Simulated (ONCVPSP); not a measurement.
# How hard is this O (Z = 8) ONCV potential?

| Item | Value |
| --- | --- |
| Element | oxygen (O) |
| Generator | ONCVPSP 4.0.1 |
| Type | optimised norm-conserving Vanderbilt (ONCV) |
| Functional | PBEsol |
| Relativity | scalar-relativistic |
| Frozen core | [He] |
| Valence charge | 6 |
| Reference configuration | 2s2 2p4 |
| Partial waves | 2s: rc 0.95 bohr, ncon 4, nbas 8, qcut 8.2 1/bohr, 2 projectors, debl 2 Ha; 2p: rc 1.50 bohr, ncon 3, nbas 6, qcut 10.2 1/bohr, 2 projectors, debl 3.1 Ha; d scattering state at 0.39 Ha: rc 1.45 bohr, ncon 4, nbas 7, qcut 5.7 1/bohr, 2 projectors, debl 1.1 Ha |
| Local potential | polynomial inside 0.95 bohr (lpopt 4, dvloc0 -1 Ha) |
| Core correction | Teter function, fcfact 4.75, rcfact 1.1 |

**Question.** For each optimised wave give the share of its norm inside rc, the residual kinetic energy above qcut (Ha) and the cutoffs (Ha) for errors of 10, 1, 0.1 and 0.01 mHa per electron.

**Answer.**

```csv
wave,norm inside rc,residual KE,10 mHa,1 mHa,0.1 mHa,0.01 mHa
2s,0.410,7.6e-04,22.0,32.5,153.2,197.6
s projector 2,0.115,4.8e-04,19.4,30.5,58.0,164.0
2p,0.708,4.7e-08,24.2,31.7,37.9,42.9
p projector 2,0.146,4.9e-07,26.7,34.9,41.4,46.4
d projector 1,0.011,2.6e-05,1.7,5.9,12.4,20.6
d projector 2,0.103,6.0e-04,8.2,14.9,21.2,58.3
```

The occupied waves need 32 Ha and 153 Ha for 1 and 0.1 mHa. Its largest configuration-test error is +718 meV.
